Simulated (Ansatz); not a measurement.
Coupled-cluster diagnostics for the cluster ZnCu2⁻, Ansatz.

Geometry of the doublet (r2SCAN-D4/def2-TZVPD):

```xyz
3

Cu   -0.2620    1.6349    1.7340
Cu    0.2652   -1.6361   -1.7324
Zn   -0.0032    0.0012   -0.0016
```

Correlated methods freeze 27 core orbitals. Another isomer (doublet) lies 0.06 eV lower at PBE0-D4/def2-TZVPD; other spin states weren't run for this one.

(1) Estimate the CCSD(T) correlation energy, the shares of MP2 and (T), T1 and the reference's ⟨S²⟩ for: charge -1, doublet, own geometry in def2-TZVPD; and the rough time on 4 threads of Arm Neoverse V2 on a shared host.

## Answers

(1) 
```
                           state       basis  correlation (eV)  MP2 share (%)  (T) share (%)     T1  ⟨S²⟩ (pure)  wall time            remarks
charge -1, doublet, own geometry  def2-TZVPD           -32.416          107.7            4.0  0.041  1.10 (0.75)       16 s  spin-contaminated
```
Customary marks for T1 are 0.02 (closed shells), 0.045 (open shells) and about 0.05 (3d metals). T1 exceeds 0.02 in 1 of 1 rows and 0.045 in 0; the higher it lies, the less the single-reference result can be trusted.
